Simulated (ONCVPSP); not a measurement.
**Before and after: ONCV potential for Ce**

cerium, optimised norm-conserving Vanderbilt (ONCV), made with ONCVPSP 4.0.1 (PBE, scalar-relativistic). Core [Kr] 4d10, reference 4f1 5s2 5p6 5d1 6s2. Waves: 5s+6s: rc 2.30 bohr, ncon 3, nbas 7, qcut 4.7 1/bohr, 3 projectors, debl 1 Ha; 5p: rc 2.80 bohr, ncon 4, nbas 9, qcut 3.8 1/bohr, 1 projector; 5d: rc 3.10 bohr, ncon 4, nbas 9, qcut 4.9 1/bohr, 3 projectors, debl 1 Ha; 4f: rc 1.40 bohr, ncon 3, nbas 7, qcut 9.9 1/bohr, local. Local part: the f channel. Core correction: Teter function, fcfact 6, rcfact 1.3.

All-electron outer shells of the reference configuration (PBE, scalar-relativistic, ld1.x):

| shell | level (eV) | outermost node (bohr) | outermost maximum (bohr) |
| --- | --- | --- | --- |
| 4d | -110.49 | 0.31 | 0.66 |
| 5s | -40.59 | 0.75 | 1.37 |
| 5p | -23.22 | 0.81 | 1.55 |
| 4f | -5.38 | – | 0.71 |
| 6s | -3.74 | 1.82 | 3.72 |
| 5d | -3.06 | 0.92 | 2.15 |

Change: s: qcut 3.5; p: qcut 2.8; d: qcut 3.6; f: qcut 7.4.

Cutoffs: the cutoffs (Ha) at which the residual kinetic energy of the hardest occupied pseudo-wave falls to 1 and 0.1 mHa per electron; they do not see the model core or the augmentation charge, which bear on the density cutoff. Errors are all-electron minus pseudo energies relative to the spin-unpolarised reference configuration.

Q: What does the change do?

A: The bound ghost in p, s disappears; the lowest positive-energy flag moves from d at 150.9 eV to p at 48.1 eV; of the 3 tests that both files solve, the error grows in 3 and shrinks in 0 by more than 15 % and 0.3 meV (median size 3.5 → 6.5 meV); the range in which the s phases agree narrows (upper end at the end of the scan → 3.4).

```csv
quantity,base,changed
"cutoffs, loose and tight","49 Ha, 125 Ha",not determined
bound ghosts,"s, p",none
GHOST(+) flags under 300 eV,d at 150.9 eV,"p at 48.1 eV, s at 94.2 eV"
"tests counted as reliable (solved cleanly; for ONCVPSP, near-neutral configurations with less than one 5d electron left out)",3 of 4,3 of 4
"error for 4f1 5s2 5p6 5d1 6s1, meV [ΔE 6.07 eV]",-1.8,-2.5
"error for 4f1 5s2 5p6 5d1 6s0, meV [ΔE 17.15 eV]",-7.0,-13
"error for 4f1 5s2 5p6 5d0 6s0, meV [ΔE 36.33 eV]",+3.5,-6.5
s: phases at 2.33 bohr within 0.05 rad from the reference energy up to (Ha; the scan ends near 5),to the end of the scan,3.4
p: phases at 2.84 bohr within 0.05 rad from the reference energy up to (Ha; the scan ends near 5),0.2,0.3
d: phases at 3.15 bohr within 0.05 rad from the reference energy up to (Ha; the scan ends near 5),4.1,3.8
f: phases at 1.42 bohr within 0.05 rad from the reference energy up to (Ha; the scan ends near 5),0.6,0.4
"rms error of d²Exc/dni dnj with the model core, mHa",4.28,4.86
```

 A true bound ghost makes a file unfit for plane-wave use even where its test errors are small: the radial tests pick states by their node count and pass the ghost by.
